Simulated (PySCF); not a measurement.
BiBr2, SMILES [Br][Bi][Br], multiplicity 2.

Coordinates come from a B3LYP-D3(BJ)/def2-SVP optimisation. The multiplicity is an assumed one; other spin states were not compared. The isomer is the one that the SMILES or the coordinates give; other isomers of the formula were not compared. The def2 effective core potentials stand for the cores of Bi; spin–orbit coupling is left out.

These are PBE/def2-TZVPD (PySCF) values and carry that method's errors.

Gas-phase values at a fixed geometry.

Computed frontier levels, dipole moment and polarisability:
- α spin, highest occupied and lowest empty level = -5.22 and -3.36 eV
- β spin, highest occupied and lowest empty level = -7.09 and -4.24 eV
- dipole moment = 3.15 D
- quadrupole, principal values (traceless, Buckingham form, about the centre of nuclear charge) = -5.92, 0.13, 5.79 D·Å
- mean static polarisability = 99.9 bohr³ (14.80 Å³)
- polarisability, principal values = 74.0, 94.8, 130.8 bohr³
- ⟨S²⟩ = 0.752 (pure state 0.75)
